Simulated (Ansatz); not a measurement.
Geometry optimisation, RKS PBE0/cc-pVDZ in Ansatz.

Input:

```yaml
crystal:
  periodic: [false, false, false]
  atoms:
    - { symbol: "N", position_ang: [-0.0895, -2.2819, -0.2232] }
    - { symbol: Si, position_ang: [0.0214, -0.6854, 0.6353] }
    - { symbol: F, position_ang: [0.0027, -0.8803, 2.297] }
    - { symbol: B, position_ang: [-1.1683, 0.6727, 0.012] }
    - { symbol: Si, position_ang: [0.4012, 1.5386, -0.5885] }
    - { symbol: "N", position_ang: [1.4359, 0.2547, 0.0587] }
    - { symbol: H, position_ang: [-1.0568, -2.6123, 0.0014] }
    - { symbol: H, position_ang: [-0.1061, -1.9968, -1.262] }
    - { symbol: H, position_ang: [-2.4052, 0.8589, 0.0333] }
    - { symbol: H, position_ang: [0.6368, 2.8146, 0.1604] }
    - { symbol: H, position_ang: [0.4722, 1.6351, -2.015] }
    - { symbol: H, position_ang: [1.9326, 0.6269, 0.9246] }
basis:
  gaussian: { orbitals: cc-pVDZ }
hamiltonian:
  xc: pbe0
relax:
  f_tol: 0.015
  max_steps: 40
```

Run as:

```bash
$ ansatz run input.yaml --threads 2 --pin off --max-ram 3072MiB --backend cpu --events-out ev --progress --plain --runs-dir out
```

Question: Where does it end, and by what steps?

Answer: It converged. After 12 steps the energy has fallen by 1.233 eV; H12 moved furthest, 0.99 Å.

```tsv
step	energy less start (eV)	largest force component (eV/Å)	accepted
0	0.0000	4.306	yes
1	-0.6475	1.614	yes
2	-0.9637	0.748	yes
3	-1.1081	0.560	yes
4	-1.1980	0.185	yes
5	-1.2163	0.116	yes
6	-1.1804	1.126	no
7	-1.2256	0.046	yes
8	-1.2287	0.140	yes
9	-1.2300	0.115	yes
10	-1.2280	0.134	no
11	-1.2323	0.031	yes
12	-1.2326	0.014	yes
```

```xyz
12
Properties=species:S:1:pos:R:3
N -0.042 -2.290 -0.048
Si -0.165 -0.682 0.583
F -0.262 -0.941 2.214
B -1.365 0.829 -0.034
Si 0.364 1.803 -0.457
N 1.180 0.311 0.083
H -0.678 -2.992 0.321
H 0.052 -2.396 -1.054
H -2.540 1.048 -0.150
H 0.711 3.021 0.356
H 0.648 2.134 -1.899
H 2.174 0.101 0.119
```

Time of the run: 55 s on 2 threads of Arm Neoverse V2, on a shared host, peak memory 0.31 GiB.
